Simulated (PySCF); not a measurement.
Sc(Cl)3, Cl₃Sc, SMILES [Cl][Sc]([Cl])[Cl], singlet (CAM-B3LYP/def2-SVP optimised geometry):

```
4

Sc    -0.565     0.001     0.000
Cl    -1.695     1.958     0.000
Cl    -1.691    -1.958    -0.004
Cl     1.695     0.001     0.000
```

Level of theory: CAM-B3LYP/def2-TZVP (PySCF 2.14.0).

What are the frontier orbital energies and the dipole moment?

HOMO-2 -11.19 eV, HOMO-1 -11.11 eV, HOMO -10.60 eV, LUMO -2.35 eV, LUMO+1 -1.50 eV; dipole moment 0.01 D.

On the same geometry PBE/def2-TZVP in PySCF gives HOMO-2 -8.34 eV, HOMO-1 -8.32 eV, HOMO -7.88 eV, LUMO -4.14 eV, LUMO+1 -3.57 eV; dipole moment 0.01 D.

Meta-Löwdin charges at CAM-B3LYP/def2-TZVP: Sc1 1.31, Cl2 -0.44, Cl3 -0.44, Cl4 -0.44.
